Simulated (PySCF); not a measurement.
Molfile (atoms numbered from 1):
```
C4H7F3NOP
     RDKit          3D

 17 16  0  0  0  0  0  0  0  0999 V2000
    2.1867   -1.0010   -0.0133 C   0  0  0  0  0  0  0  0  0  0  0  0
    1.3496    0.1550    0.3797 C   0  0  0  0  0  0  0  0  0  0  0  0
    1.6188    1.0355    1.1472 O   0  0  0  0  0  0  0  0  0  0  0  0
   -0.3200    0.1607   -0.4691 P   0  0  1  0  0  5  0  0  0  0  0  0
   -0.9979    1.8545   -0.2676 C   0  0  0  0  0  0  0  0  0  0  0  0
   -0.1895   -0.6103   -1.8057 N   0  0  0  0  0  0  0  0  0  0  0  0
   -1.3776   -0.7104    0.8890 C   0  0  0  0  0  0  0  0  0  0  0  0
   -2.6498   -0.7924    0.4653 F   0  0  0  0  0  0  0  0  0  0  0  0
   -1.4027   -0.1301    2.0912 F   0  0  0  0  0  0  0  0  0  0  0  0
   -0.9346   -1.9637    1.0617 F   0  0  0  0  0  0  0  0  0  0  0  0
    3.2013   -0.9099    0.3660 H   0  0  0  0  0  0  0  0  0  0  0  0
    2.1669   -1.0803   -1.0998 H   0  0  0  0  0  0  0  0  0  0  0  0
    1.7202   -1.9083    0.3750 H   0  0  0  0  0  0  0  0  0  0  0  0
   -0.5529    2.4862   -1.0360 H   0  0  0  0  0  0  0  0  0  0  0  0
   -2.0807    1.8302   -0.4005 H   0  0  0  0  0  0  0  0  0  0  0  0
   -0.7501    2.2414    0.7200 H   0  0  0  0  0  0  0  0  0  0  0  0
   -0.9947   -0.6449   -2.4130 H   0  0  0  0  0  0  0  0  0  0  0  0
  1  2  1  0
  2  3  2  0
  2  4  1  0
  4  5  1  6
  4  6  2  0
  4  7  1  0
  7  8  1  0
  7  9  1  0
  7 10  1  0
  1 11  1  0
  1 12  1  0
  1 13  1  0
  5 14  1  0
  5 15  1  0
  5 16  1  0
  6 17  1  0
M  END
```

Isolated molecule, one conformer, non-relativistic, one averaged value for each set of equivalent atoms. PBE0/pcSseg-1 with gauge-including orbitals; geometry: GFN2-xTB; PySCF 2.14.0 with density-fitted response routines.

Referencing at the same level of theory: TMS for ¹³C (186.93 ppm), ¹H (31.72 ppm); ¹⁷O (336.08 ppm) against H2O; H3PO4 for ³¹P (318.38 ppm); ¹⁵N (267.73 ppm) against NH3; ¹⁹F (170.95 ppm) vs CFCl3.

```
      atoms  nucleus  count  Hirshfeld charge  δ (ppm)
        H17       ¹H      1              0.10     1.34
         P4      ³¹P      1              0.36        ?
H11/H12/H13       ¹H      3              0.06     3.13
         C7      ¹³C      1              0.20    133.7
         C1      ¹³C      1             -0.12        ?
         O3      ¹⁷O      1             -0.20    738.6
  F8/F9/F10      ¹⁹F      3             -0.09    -91.6
         N6      ¹⁵N      1             -0.38     39.6
H14/H15/H16       ¹H      3              0.06     1.71
         C5      ¹³C      1             -0.16     13.3
         C2      ¹³C      1              0.14        ?
```

**Question.** Fill in the missing shifts.

**Answer.** 
- C2: 216.8 ppm, carbonyl carbon
- C1: 31.5 ppm, methyl carbon α to a carbonyl; the adjacent C=O deshields it moderately
- P4: -7.4 ppm, phosphorus bonded to 3 C, N

The OH or NH signal is concentration- and solvent-dependent in practice; the value given is the gas-phase one. Shifts are as computed. Against solution values, carbons near 30 ppm lie about +3 ppm off and those near 130 ppm about +5 ppm. Of 1211 compounds with measured shifts, 218 miss one by over three times the rms of a fit or turn the order of signals round; such compounds aren't used in these exercises. Unscaled 19F shifts against computed CFCl3 carry errors that often reach 10 to 50 ppm. Unscaled 17O shifts of doubly bonded oxygen tend to come out too high, by tens of ppm or more. Experimental scales use liquid or dissolved standards, which lie at an offset from isolated NH3 (liquid NH3: subtract about 20 ppm) and H2O (liquid H2O: subtract about 36 ppm) and H3PO4.
